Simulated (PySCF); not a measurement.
How methods differ on the ionisation energy of Cd

Cd [Kr] 4d10 5s2 (1S) → Cd⁺ [Kr] 4d10 5s1 (2S), as a difference of total energies. Calculation: PySCF 2.14, in aug-cc-pwCVDZ-PP with ECP28MDF; a scalar-relativistic core potential. Correlated levels: valence: 4s2 4p6 frozen; valence and next inner shell: nothing frozen outside the core potential. The calculations carry no spin-orbit coupling.

```csv
method,ionisation energy (eV)
UHF,7.333
LDA,9.490
PBE,9.115
PBE0,8.818
r2SCAN,8.943
BHandHLYP,8.680
B2PLYP,8.933
TPSSh,8.802
wB97X,9.009
MP2 (valence),8.798
SCS-MP2 (valence),8.774
MP2 (valence and next inner shell),8.900
SCS-MP2 (valence and next inner shell),8.846
```

Task: How much does correlation contribute at MP2 (valence and next inner shell)?

Result: 8.900 − (7.333) = 1.567 eV, measured against UHF.

Errors of the correlated levels include the incompleteness of this basis and the frozen core.

For comparison: 8.994 eV (measured; NIST Atomic Spectra Database, ionization energies).
